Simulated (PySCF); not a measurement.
Computed vibrations of [Eu(OH)3]−

[Eu(OH)3]− (singlet in the valence; each metal's 4f electrons, 7 of them, lie in its core potential, out of spins and levels). PySCF 2.14.0, RKS PBE0, Eu lcecp-0-SVP with ECP53, O def2-SVP, H def2-SVP; non-relativistic Hamiltonian with scalar-relativistic core potentials where named; density fitting; no spin-orbit coupling. Central differences of gradients.

```xyz
7

Eu    0.0000    0.0000   -0.0007
O     2.2670    0.0000    0.0017
H     3.2258    0.0000    0.0061
O    -1.1335    1.9633    0.0017
H    -1.6129    2.7936    0.0061
O    -1.1335   -1.9633    0.0017
H    -1.6129   -2.7936    0.0061
```

Run from Python with OMP_NUM_THREADS=2. Where DIIS fails, smearing, a level shift and second-order steps follow.
It took 35 s on 2 threads of Arm Neoverse V1, with other jobs on the host.

Question: What are the harmonic wavenumbers and infrared intensities?

Answer: Negative numbers are unstable modes, those under 60 cm⁻¹ near the noise; a finer grid moves soft modes by up to 10 cm⁻¹. The run didn't use the full symmetry, so degenerate modes split by noise.
| cm⁻¹ | km/mol |
| --- | --- |
| 71 | 19.9 |
| 94 | 1.3 |
| 94 | 1.3 |
| 147 | 0.0 |
| 230 | 211.6 |
| 230 | 211.6 |
| 334 | 0.0 |
| 334 | 0.0 |
| 342 | 381.0 |
| 419 | 137.9 |
| 419 | 137.9 |
| 446 | 0.0 |
| 3946 | 1.3 |
| 3946 | 1.3 |
| 3946 | 0.0 |

Question: Is this a minimum?

Answer: Yes. Ideal gas at 298.15 K and 1 bar: S = 396.7 J/(mol K), Cp = 118.6 J/(mol K), H − H(0 K) = 25.5 kJ/mol (rigid rotor, harmonic modes, spin degeneracy alone, that of the 4f electrons in the core included).

An lcecp potential fixes the number of 4f electrons, so in runs with it no electron can move into or out of that shell.
